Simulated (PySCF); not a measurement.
F (SMILES [F-]), charge -1, singlet (in this run its highest filled SCF level lies above zero, so its values depend strongly on the basis, on diffuse functions most of all). Base run: CAMB3LYP/6-31G in PySCF.

The PySCF input:
```python
from pyscf import gto, scf, dft

mol = gto.Mole()
mol.atom = '''
    F     0.00000000    0.00000000    0.00000000
'''
mol.basis = '6-31g'
mol.charge = -1
mol.verbose = 4
mol.build()

mf = dft.RKS(mol)
mf.xc = 'camb3lyp'
mf.kernel()
```

Each row names what was changed in the base input (with any setting that the change needs).

```tsv
change	ΔE vs base (µEh)	fitting functions
base	0.0	-
auxbasis = even-tempered beta=2.0	-450	78
auxbasis = def2-tzvp-ri	-131	76
auxbasis = def2-universal-jkfit	-15.5	77
exchange = seminumerical (SGX) (with mf = sgx.sgx_fit(mf, auxbasis='def2-universal-jfit'); with mf.with_df.dfj = True)	-42.6	49
auxbasis = cc-pvtz-jkfit	-101	79
auxbasis = cc-pvqz-jkfit	-101	106
auxbasis = def2-svp-ri	-4925	48
auxbasis = cc-pvdz-jkfit	-101	70
auxbasis = autoaux	-176	82
```

A fitting set is made for a task (jfit for Coulomb, jkfit for Coulomb and exchange, ri for correlation) and for a family of orbital bases.
